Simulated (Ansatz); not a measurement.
`[SiH3][SiH2][SiH2][GeH3]` + `[SiH3]S` → `[SiH3][S][GeH3]` + trisilane at 500 K and 1 bar (cleavage of the Ge–Si bond).

Isolated molecules relaxed with PBE0-D4/def2-TZVP in Ansatz; ΔE leaves out vibrations. CBS: MP2 limit from def2 TZ/QZ plus the TZ coupled-cluster correction, frozen cores. For Ge outer-core shells are correlated without core-valence functions, which leaves a few kJ/mol of doubt a bond. Scalar relativity is left out up to krypton. One conformer a species, not always the lowest.

```json
{"species": "`[SiH3][SiH2][SiH2][GeH3]`", "CCSD(T)/CBS energy (Eh)": "-2949.34842", "H − E (kJ/mol)": "282.9", "S (J/(mol·K))": "524.9"}
{"species": "`[SiH3]S`", "CCSD(T)/CBS energy (Eh)": "-689.27336", "H − E (kJ/mol)": "117.6", "S (J/(mol·K))": "310.5"}
{"species": "`[SiH3][S][GeH3]`", "CCSD(T)/CBS energy (Eh)": "-2766.60510", "H − E (kJ/mol)": "175.9", "S (J/(mol·K))": "412.2"}
{"species": "`[SiH3][SiH2][SiH3]`", "CCSD(T)/CBS energy (Eh)": "-872.02658", "H − E (kJ/mol)": "224.2", "S (J/(mol·K))": "419.1"}
```

H − E and S are ideal-gas, rigid-rotor, harmonic terms from PBE0-D4/def2-TZVP, for one conformer and one mirror image of each species. 1 Eh = 2625.50 kJ/mol, R = 8.31446 J/(mol·K).

By hand: ΔE, ΔH, ΔS and ΔG.

ΔE = (-2766.60510) + (-872.02658) − (-2949.34842) − (-689.27336) = -0.00990 Eh = -26.0 kJ/mol. Δ(H − E) = 175.9 + 224.2 − 282.9 − 117.6 = -0.4, so ΔH = -26.4 kJ/mol. ΔS = 412.2 + 419.1 − 524.9 − 310.5 = -4.1 J/(mol·K). ΔG = -26.4 − 500 × (-4.1)/1000 = -24.3 kJ/mol.

By hand: the equilibrium constant, and the temperature at which ΔG would vanish if ΔH and ΔS stayed fixed.

log₁₀ K = −ΔG/(RT ln 10) = 2.5. ΔG = 0 at ΔH/ΔS = 6439 K, far beyond where these terms or the molecules hold.

The number of gas molecules stays the same, so ΔS is small and ΔH decides. A doubt of 5 kJ/mol in ΔE shifts log₁₀ K by 0.5 here. Other conformers and mirror images would add mixing entropy, several J/(mol·K) or more a flexible species. Modes under 60 cm⁻¹, often nearly free rotors, make the harmonic entropy too high. These are equilibria of isolated gas molecules and say nothing of rates. Largest T1 diagnostic: 0.013 (customary marks: 0.02 for closed shells, 0.045 for open ones).
